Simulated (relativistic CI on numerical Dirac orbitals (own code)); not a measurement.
Pr⁴⁺ (4f) in a crystal field

Calculated by Dirac-Coulomb-Breit CI, separate exchange-only KLI orbitals for each configuration, a model potential for QED, valence Slater integrals scaled by 0.8, one configuration in a parametric crystal field (own radial code).

Field parameters in Wybourne normalisation; cubic f-shell fields have B⁴₄ = √(5/14) B⁴₀ and B⁶₄ = −√(7/2) B⁶₀. The field is a parameter set, without covalency.

S is read from ⟨S²⟩ = S(S + 1).

Levels (cm⁻¹, degeneracy): 0 (4), 592 (2), 2626 (2), 3327 (4), 3477 (2).

**Question.** Which field gives this pattern?
A. Oh, B40 = -1850, B60 = -820 cm⁻¹
B. Oh, B40 = -2260, B60 = 1070 cm⁻¹
C. Oh, B40 = -1000, B60 = 650 cm⁻¹

**Answer.** A. Oh, B40 = -1850, B60 = -820 cm⁻¹, ground level with S = 0.50.
